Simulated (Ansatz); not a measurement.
Consider the formal exchange of groups at a Te–P bond: `P[TeH]` + `[CH3][AlH2]` → `[CH3][AlH][TeH]` + PH₃.

Gas-phase electronic energies from Ansatz, PBE0-D4/def2-TZVP geometries. CBS: MP2 limit from def2 TZ/QZ plus the TZ coupled-cluster correction, frozen cores. This one scheme is used for every species. DFT in def2-TZVPP. B3LYP here is the variant with VWN-RPA as its local correlation; programs differ in this. HSE06 is defined as in plane-wave codes. def2 core potentials past Kr. For Te outer-core shells are correlated without core-valence functions, which leaves a few kJ/mol of doubt a bond.

`P[TeH]`:

Z-matrix (Å, degrees):
```
P
Te 1 2.468
H 1 1.419 2 96.1
H 1 1.419 2 96.1 3 -93.8
H 2 1.658 1 91.5 3 -133.4
```

`[CH3][AlH2]`:

Cartesian coordinates in Å:
```
C 0.061 0.338 -0.826
Al -0.086 -0.426 0.962
H -0.911 0.464 -1.311
H 0.512 1.337 -0.763
H 0.703 -0.254 -1.483
H -1.391 -0.192 1.839
H 1.112 -1.268 1.583
```

`[CH3][AlH][TeH]`:

Cartesian coordinates in Å:
```
C -1.088 -0.428 -0.857
Al 0.281 0.505 0.165
Te 1.814 -0.855 1.654
H -2.084 -0.059 -0.590
H -1.077 -1.509 -0.699
H -0.960 -0.242 -1.928
H 0.496 2.074 0.121
H 2.618 0.513 2.133
```

PH₃:

Z-matrix (Å, degrees):
```
P
H 1 1.420
H 1 1.420 2 93.1
H 1 1.420 2 93.1 3 93.3
```

```tsv
level	ΔE (kJ/mol)
r2SCAN-D4	-101.4
B3LYP-D4	-94.0
BLYP	-90.7
HSE06	-99.4
```

Q: What does CCSD(T)/CBS give? (Estimate.)

A: The calculation gave: -101.0 kJ/mol. The listed levels differ from it by -0.4, 7.0, 10.3, 1.6 kJ/mol.

Largest T1 diagnostic among the species: 0.013.

From PBE to PBE0 (25 % exact exchange), in def2-TZVPP and without D4, ΔE moves by −3.8 kJ/mol. At CCSD(T), def2-SVP lies −11.0 kJ/mol from the extrapolated value and def2-TZVPP −3.9 kJ/mol.
